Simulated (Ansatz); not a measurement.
Consider the ligand exchange at the Si–N bond: `C[SiH2]N[SiH2]O` + `BN` → `BN[SiH2]O` + `C[SiH2]N`.

Isolated molecules relaxed with PBE0-D4/def2-TZVP in Ansatz; ΔE leaves out vibrations. CCSD(T)/CBS adds triple-zeta CCSD(T) − MP2 to the extrapolated MP2 energy (def2 sets, frozen cores). This one scheme is used for every species. DFT in def2-TZVPP. Each species was taken in one conformer, which may not be the lowest.

| level | ΔE (eV) |
| --- | --- |
| PBE0 | 0.22 |
| MP2/def2-TZVPP | 0.22 |

**Question.** What does CCSD(T)/CBS give? (An estimate is asked.)

**Answer.** The calculation gave: +0.22 eV. The listed levels differ from it by 0.00, 0.00 eV.

Largest T1 diagnostic among the species: 0.012.

In def2-TZVPP, CCSD(T) changes the Hartree–Fock value by +0.04 eV (the triples alone add +0.01 eV) and MP2 by +0.04 eV. The D4 term adds +0.04 eV with B3LYP and +0.02 eV with PBE0; it sums over pairs of atoms, weighted by their polarisabilities, and B3LYP, whose exchange is more repulsive, gets the larger term.

B3LYP here is the variant with VWN-RPA as its local correlation; programs differ in this.
